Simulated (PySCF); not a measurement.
**Two-component Hartree-Fock for Cd (cadmium, neutral)**

Start: [Kr] 4d10 5s2. Calculated with PySCF 2.14 in x2c-TZVPall-2c (8s9p7d1f, 77 functions): generalised Hartree-Fock with the X2C-1e Hamiltonian and a Gaussian nucleus; one run each with spin-orbit coupling (SO) switched off, then screened by Boettger's factors. This is a chosen level, not necessarily the ground level.

| spinor shell | electrons | ε, spin-free (eV) | ε, screened SO (eV) | weight of nominal j (screened SO) | rms radius, screened SO (bohr) |
| --- | --- | --- | --- | --- | --- |
| 1s1/2 | 2 | -26846.2 | -26844.0 | 1.000 | 0.0348 |
| 2s1/2 | 2 | -4074.0 | -4073.4 | 1.000 | 0.142 |
| 2p1/2 | 2 | -3648.4 | -3781.8 | 1.000 | 0.124 |
| 3s1/2 | 2 | -797.42 | -797.28 | 1.000 | 0.381 |
| 3p1/2 | 2 | -654.34 | -678.96 | 1.000 | 0.375 |
| 3p3/2 | 4 | -654.34 | -642.98 | 1.000 | 0.386 |
| 3d3/2 | 4 | -431.05 | -435.30 | 1.000 | 0.362 |
| 3d5/2 | 6 | -431.05 | -428.09 | 1.000 | 0.365 |
| 4s1/2 | 2 | -129.06 | -129.04 | 1.000 | 0.942 |
| 4p1/2 | 2 | -84.766 | -89.006 | 1.000 | 1.01 |
| 4p3/2 | 4 | -84.766 | -82.821 | 1.000 | 1.05 |
| 4d3/2 | 4 | -19.601 | -20.095 | 1.000 | 1.38 |
| 4d5/2 | 6 | -19.601 | -19.271 | 1.000 | 1.40 |
| 5s1/2 | 2 | -7.645 | -7.646 | 1.000 | 3.32 |

(1) Where does 2p3/2 lie, and what is the 2p spin-orbit splitting (screened SO)?

```tsv
quantity	spin-free	screened SO
E (hartree)	-5590.77517	-5591.89995
M_J	0	0
⟨J²⟩	0.000	0.000
⟨L²⟩	0.000	0.016
⟨S²⟩	0.000	0.016
```

Breit and QED terms are absent; they matter most for the inner s and p1/2 levels.

Densities and radii are taken from the X2C orbitals without a picture-change correction, which distorts them close to the nucleus.

Without spin-orbit coupling the j labels of p, d and f shells carry no meaning; the spin-free column gives the mean over the occupied spinors of each nl shell.

Answers

(1) At -3587.2 eV, 194.57 eV above 2p1/2.
